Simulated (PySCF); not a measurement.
Species: C5H9ClO2.
SMILES with atom numbers: `[CH2:1]=[C:2]([Cl:3])[CH2:4][O:5][CH2:6][CH2:7][OH:8]` (hydrogens: H9, H10 on C1; H11, H12 on C4; H13, H14 on C6; H15, H16 on C7; H17 on O8)

Level: CAM-B3LYP/def2-SVPD in PySCF, non-relativistic, on one gas-phase PBE0-D3(BJ)/def2-SVP geometry that isn't relaxed in the solvent. The solvent is an IEF-PCM continuum (Bondi radii, 1.10 Å for H, scaled by 1.2), and excitations are vertical TDDFT with non-equilibrium linear response and a frozen core. Specific hydrogen bonds and non-electrostatic terms are outside this model.

Gas-phase singlets (H = HOMO, L = LUMO):

```tsv
state	E (eV)	λ (nm)	f	leading configuration
S1	6.694	185	0.000	H→L+2 58%
S2	6.833	181	0.279	H→L 96%
S3	7.211	172	0.001	H→L+1 69%
S4	7.401	168	0.035	H-2→L 94%
S5	7.474	166	0.009	H-1→L+1 52%
```

Q: How does the list change in chloroform (ε = 4.711)?

A: 
```
state  E (eV)  λ (nm)      f  leading configuration  change by rank (eV)
   S1   6.684     185  0.005              H→L+2 69%               -0.010
   S2   6.720     184  0.382                H→L 96%               -0.113
   S3   7.217     172  0.001              H→L+1 74%               +0.006
   S4   7.280     170  0.033              H-1→L 96%               -0.121
   S5   7.540     164  0.011            H-2→L+1 44%               +0.066
```

Q: Give the list for dichloromethane (ε = 8.93), n² = 2.03.

A: 
```
state  E (eV)  λ (nm)      f  leading configuration  change by rank (eV)
   S1   6.685     185  0.003              H→L+2 68%               -0.009
   S2   6.732     184  0.381                H→L 96%               -0.101
   S3   7.223     172  0.001              H→L+1 74%               +0.012
   S4   7.261     171  0.031              H-1→L 97%               -0.140
   S5   7.550     164  0.011            H-2→L+1 39%               +0.076
```

Q: The ground-state energy changes by -0.242 eV from gas to dichloromethane. By how much does the total energy of gas-phase S2 change?

A: E(S2) = E(S0) + excitation energy, so it changes by -0.242 − 0.101 = -0.343 eV: it is lowered more than the ground state, which is what a red shift means. This is the vertical state, with the slow part of the continuum still set for S0.

Q: How do the frontier levels move from gas to dichloromethane?

A: 
```json
{"orbital": "LUMO+2", "gas (eV)": "1.48", "solvent (eV)": "1.52", "change (eV)": "+0.04", "Löwdin shares, gas": "Cl3 55 %, C2 12 %, C1 6 %, H10 6 %", "Löwdin shares, solvent": "Cl3 70 %, C2 13 %"}
{"orbital": "LUMO+1", "gas (eV)": "1.13", "solvent (eV)": "1.33", "change (eV)": "+0.20", "Löwdin shares, gas": "C4 12 %, C6 12 %, C1 9 %, C7 8 %", "Löwdin shares, solvent": "C1 13 %, O8 12 %, Cl3 10 %, C4 10 %"}
{"orbital": "LUMO", "gas (eV)": "0.79", "solvent (eV)": "0.93", "change (eV)": "+0.14", "Löwdin shares, gas": "C2 30 %, C1 28 %, Cl3 12 %, H9 7 %", "Löwdin shares, solvent": "C2 31 %, C1 28 %, Cl3 13 %, H9 7 %"}
{"orbital": "HOMO", "gas (eV)": "-8.86", "solvent (eV)": "-8.78", "change (eV)": "+0.08", "Löwdin shares, gas": "C1 32 %, C2 29 %, Cl3 26 %, C4 4 %", "Löwdin shares, solvent": "C1 33 %, C2 29 %, Cl3 22 %, C4 5 %"}
{"orbital": "HOMO-1", "gas (eV)": "-9.58", "solvent (eV)": "-9.38", "change (eV)": "+0.20", "Löwdin shares, gas": "O8 61 %, C7 14 %, C6 8 %, H16 8 %", "Löwdin shares, solvent": "O5 55 %, C6 10 %, C4 8 %, H14 5 %"}
{"orbital": "HOMO-2", "gas (eV)": "-9.67", "solvent (eV)": "-9.55", "change (eV)": "+0.12", "Löwdin shares, gas": "O5 55 %, C6 10 %, C4 9 %, H13 5 %", "Löwdin shares, solvent": "O8 57 %, C7 16 %, C6 9 %, H16 9 %"}
{"orbital": "HOMO-3", "gas (eV)": "-10.55", "solvent (eV)": "-10.54", "change (eV)": "+0.01", "Löwdin shares, gas": "Cl3 76 %, C2 9 %, C4 4 %", "Löwdin shares, solvent": "Cl3 73 %, C2 10 %, C4 5 %"}
```

The HOMO–LUMO gap goes from 9.66 to 9.71 eV. Rows go by rank; for HOMO-2, HOMO-1, LUMO, LUMO+1 and LUMO+2 the atom shares or the degeneracy differ between the runs, so the row needn't follow one orbital.
